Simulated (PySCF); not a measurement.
[Ce(H2S)2]3+ at several levels of theory

Computed with PySCF 2.14.0 (density fitting, no spin-orbit coupling) at the geometry relaxed with PBE0:

```xyz
7
[Ce(H2S)2]3+ (singlet in the valence; each metal's 4f electrons, 1 of them, lie in its core potential, out of spins and levels)
Ce    1.3926    0.0000    0.0000
S    -0.4042    0.1354    2.3049
H     0.3377    0.2025    3.4544
H    -0.9540    1.3870    2.3856
S    -0.4042   -0.1354   -2.3049
H     0.3377   -0.2025   -3.4544
H    -0.9540   -1.3870   -2.3856
```

| level | basis | state | HOMO (eV) | gap (eV) | charge on Ce1 (e) | population of f-type functions on Ce1 (polarisation alone where 4f lies in the core) | dipole about the centre of mass (D) | largest force component (eV/Å) |
| --- | --- | --- | --- | --- | --- | --- | --- | --- |
| PBE0 | Ce lcecp-1-SVP with ECP47, S def2-SVP, H def2-SVP | singlet | -22.24 | 4.43 | 2.02 | 0.02 | 1.30 | 0.00 |
| BP86 | the same | singlet | -21.22 | 2.55 | 1.93 | 0.01 | 0.75 | 0.31 |
| PBE0 | Ce lcecp-1-TZVP with ECP47, S def2-TZVP, H def2-TZVP | singlet | -22.16 | 4.52 | 2.11 | 0.03 | 0.87 | 0.23 |

In the lcecp rows the 4f levels are missing from HOMO and gap, and the state counts the valence alone.

Charges are Mulliken's, which hang on the basis. The relaxation used the grid (50, 194), these runs (75, 302) or, all-electron (x2c bases, spin-free X2C Hamiltonian), (99, 590).

Problem. A further run in the first row's basis gives HOMO (eV) -21.13, gap (eV) 2.51, charge on Ce1 (e) 1.92, population of f-type functions on Ce1 (polarisation alone where 4f lies in the core) 0.01, dipole about the centre of mass (D) 0.70, largest force component (eV/Å) 0.30. Which level was it?
A. M06-L
B. HF
C. PBE

Solution. C. The others give HOMO -24.77 eV (HF); -21.30 eV (M06-L).

In the first row's basis the gap widens with exact exchange: 2.5 to 3.1 eV for PBE, BP86, M06-L (none); 4.4 eV for PBE0 (a fixed share); 10.4 eV for Hartree–Fock (rising or full at long range).

A frequency check found unstable modes (1, the lowest at -49 cm⁻¹), so the relaxed geometry is probably a saddle point. An lcecp potential fixes the number of 4f electrons, so in runs with it no electron can move into or out of that shell.
